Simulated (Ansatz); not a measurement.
System: SbH₂ (charge -1, singlet). Whether it binds its extra electron was not tested at this geometry. 
Geometry from a B3LYP-D3(BJ)/def2-TZVP (Ansatz, a program for electronic structure) optimisation:
```
Sb
H 1 1.7359
H 1 1.7359 2 90.69
```
Charge -1, spin multiplicity 1.

Basis-set convergence of Hartree-Fock and MP2 correlation energies (hartree) with Ansatz. Correlated levels leave the core frozen unless marked. No spin-orbit coupling. The frozen core is the preceding noble-gas configuration, with the filled d and f shells of earlier blocks. In def2 rows, elements after Kr have scalar-relativistic effective core potentials. This anion needs diffuse functions, which these sets lack.

```tsv
basis	functions	E(HF)	E(corr, MP2)
def2-SVP	36	-240.39550	-0.10522
def2-TZVPP	78	-240.41410	-0.14004
def2-QZVPP	142	?	?
```

Complete the blanks.


- def2-QZVPP, E(HF): -240.41770
- def2-QZVPP, E(corr, MP2): -0.15328
